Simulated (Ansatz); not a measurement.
Species: NH3, net charge 1, doublet state. 
Coordinates optimised at B3LYP-D3(BJ)/def2-TZVP (Ansatz, an electronic-structure program):
```xyz
4

N      0.0000     0.0000     0.0000
H      1.0252    -0.0231    -0.0127
H     -0.4924     0.8992     0.0245
H     -0.5328    -0.8762    -0.0118
```
Charge +1, spin multiplicity 2.

Parts of the frozen-core correlation energy in cc-pVDZ (Ansatz, hartree). Frozen orbitals: 1; correlated occupied orbitals by spin: 4 and 3; virtual: 24 and 25. Open shells are spin-unrestricted. No spin-orbit coupling. Non-relativistic.

| term | value |
|---|---|
| reference (HF) | -55.88523 |
| MP2 opposite-spin | -0.11177 |
| MP2 same-spin | -0.03001 |
| CCSD correlation | -0.16260 |
| (T) | -0.00244 |
| CCSDT minus CCSD(T) | -0.00032 |
| CCSDT(Q) minus CCSD(T) | -0.00048 |
| T1 diagnostic | 0.007 |
| largest doubles amplitude | 0.036 |
| <S^2> of the reference | 0.761 |
